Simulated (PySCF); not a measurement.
## Where the electron goes

C8H9PS.
Numbering: `[CH3:1][C:2]#[C:3][P:4]([CH3:5])[c:6]1[cH:7][cH:8][cH:9][s:10]1` (hydrogens: H11, H12, H13 on C1; H14, H15, H16 on C5; H17 on C7; H18 on C8; H19 on C9)

The calculation used TDDFT wB97X-D/def2-SVPD, vertical, gas phase, core orbitals frozen in the response in PySCF. Isolated species at its PBE0-D3(BJ)/def2-SVP geometry (one conformer only). Torsions of this conformer, `[CH3:1][C:2]#[C:3][P:4]([CH3:5])[c:6]1[cH:7][cH:8][cH:9][s:10]1`: C3–P4–C6–C7 -12°.

Frontier orbitals with the atoms that hold most of them (Löwdin shares over 4%, at most four atoms; ? is withheld):

```tsv
orbital	ε (eV)	atoms
LUMO+2	1.96	C2 16%, C3 15%, P4 13%, S10 12%
LUMO+1	1.85	S10 33%, P4 18%, C3 11%, C2 11%
LUMO	?	S10 19%, C6 19%, C9 18%, C7 13%
HOMO	-8.03	?
HOMO-1	-8.99	?
HOMO-2	-9.09	S10 36%, C8 22%, C7 13%, C9 10%
HOMO-3	-9.61	C3 38%, C2 34%, C1 7%, P4 4%
```

Question: Which atoms hold the HOMO, and with what shares?

Answer: P4 (bonded to 3 C) 31%; C6 (bonded to C, P and S) 12%; C9 (bonded to C, S and H) 10%; C3 (bonded to C and P) 10%. By element: carbon 32% or more, phosphorus 31%.

Question: Give the leading atoms of the HOMO-1.

Answer: C6 (bonded to C, P and S) 20%; C9 (bonded to C, S and H) 16%; C7 (bonded to 2 C and H) 14%; S10 (bonded to 2 C) 10%. By element: carbon 50% or more, sulfur 10%.

Question: What is the LUMO energy, and the HOMO–LUMO gap?

Answer: ε(LUMO) = 0.96 eV; the gap is 8.99 eV (0.3306 hartree).

Question: How does S1 compare with the orbital gap of 8.99 eV?

Answer: S1 is at 4.96 eV (f = 0.139), 4.04 eV below the gap, made of HOMO→LUMO (83%). Without the coupling terms of the response equations the lowest excitation would equal the gap.

Next come S2 at 5.44 eV (f 0.019), HOMO→LUMO+2 (35%), HOMO→LUMO+1 (16%), HOMO→LUMO (10%); S3 at 5.74 eV (f 0.072), HOMO→LUMO+1 (41%), HOMO-1→LUMO (17%), HOMO-2→LUMO (13%); S4 at 5.77 eV (f 0.120), HOMO-2→LUMO (51%), HOMO→LUMO+1 (21%); S5 at 6.00 eV (f 0.053), HOMO-1→LUMO (58%), HOMO-2→LUMO (16%).

Hardware: one thread of an AMD EPYC 9R45, shared host with 96 logical CPUs at a one-minute load of 17. Cost: 4.4 min (with the writing of density and orbital grids), 1.3 GiB resident at most.
